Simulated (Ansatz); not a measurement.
Ansatz (a first-principles code) input:

Ansatz 0.2 input:
```yaml
crystal:
  periodic: [false, false, false]
  atoms:
    - {symbol: B, position_ang: [0.00356805, -0.03128042, 0.05613467]}
    - {symbol: F, position_ang: [0.09003512, -0.68667699, 1.22448895]}
    - {symbol: C, position_ang: [1.33319326, 0.50484050, -0.57082482]}
    - {symbol: C, position_ang: [-1.41783878, 0.13811077, -0.57550430]}
    - {symbol: H, position_ang: [1.18453455, 1.39845320, -1.17983030]}
    - {symbol: H, position_ang: [1.72468279, -0.26581203, -1.24763705]}
    - {symbol: H, position_ang: [2.10785529, 0.69567817, 0.17366349]}
    - {symbol: H, position_ang: [-1.81631955, 1.11152724, -0.26112406]}
    - {symbol: H, position_ang: [-2.12737098, -0.62036928, -0.24132119]}
    - {symbol: H, position_ang: [-1.39366537, 0.15931013, -1.66685010]}
basis:
  gaussian:
    orbitals: aug-cc-pVDZ
magnetization: {spin_polarized: false}
correlation: {method: ccsd_t, electrons: outside_noble_gas}
output: {forces: true}
```

Q: Predict the final energy.

A: -204.10030 Eh (CCSD(T)/aug-cc-pVDZ). The basis has 146 functions. The run takes about 2.7 core-minutes (a rough figure).
